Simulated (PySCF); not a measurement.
# From a computed spectrum to the compound

A species of 5 atoms with charge 3 has these harmonic modes (PBE0, small Gaussian bases with core potentials, PySCF 2.14.0):

```csv
cm⁻¹,km/mol,symmetry
244,60.7,b2
266,66.7,b1
402,37.3,a1
1180,19.7,b2
1247,5.2,b1
1445,260.5,a1
1576,319.8,a1
3020,81.1,a1
3172,78.1,b2
```

(1) Which species is it, and in which structure?

Answers

(1) [La(H2CO)]3+ (singlet):
```xyz
5

La    0.0000    0.0000   -0.5048
O     0.0000    0.0000    1.7101
C     0.0000    0.0000    2.9727
H     0.9685    0.0000    3.5194
H    -0.9685    0.0000    3.5194
```
Ideal gas at 298.15 K and 1 bar: S = 281.5 J/(mol K), Cp = 56.3 J/(mol K), H − H(0 K) = 13.4 kJ/mol (rigid rotor, harmonic modes, spin degeneracy alone). 
 This is one of several that fit.
